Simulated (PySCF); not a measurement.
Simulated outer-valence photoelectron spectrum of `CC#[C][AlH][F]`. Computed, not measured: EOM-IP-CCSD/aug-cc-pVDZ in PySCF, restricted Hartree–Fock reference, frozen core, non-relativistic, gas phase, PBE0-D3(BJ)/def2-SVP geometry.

Each root has a Gaussian of 0.6 eV full width with its one-hole share as area; cross sections and vibrations are left out, and the highest printed point is 100.

```
ionisation energy (eV)  intensity
                   9.6          0
                   9.8          4
                  10.0         22
                  10.2         61
                  10.4         92
                  10.6         78
                  10.8         36
                  11.0          9
                  11.2          2
                  11.4          3
                  11.6         15
                  11.8         36
                  12.0         47
                  12.2         33
                  12.4         13
                  12.6          3
                  12.8          0
                  13.0          0
                  13.2          0
                  13.4          2
                  13.6         10
                  13.8         29
                  14.0         51
                  14.2         64
                  14.4         83
                  14.6        100
                  14.8         91
                  15.0         86
                  15.2         99
                  15.4         82
                  15.6         39
                  15.8         10
                  16.0          1
```

Task: Where are the maxima, and how many lines lie under the curve?

Result: 4 maxima, at 10.4, 12.0, 14.6 and 15.2 eV, from 8 lines. At this width some lines have no maximum of their own.

Task: List the lines with their holes.

Result: 
```
E (eV)  leading hole (HF orbital)  area  Koopmans (eV)
 10.39                       HOMO  0.96          10.50
 10.50                     HOMO-1  0.96          10.57
 11.99                     HOMO-2  0.94          12.77
 14.05                     HOMO-3  0.93          15.71
 14.57                     HOMO-6  0.94          16.64
 14.66                     HOMO-7  0.94          16.79
 15.26                     HOMO-4  0.95          16.30
 15.27                     HOMO-5  0.95          16.32
```

The widest gap, 2.06 eV, lies between 11.99 and 14.05 eV. Only orbitals with −ε under 21 eV, eight at most, were ionised, so the high end of the curve may lack lines.
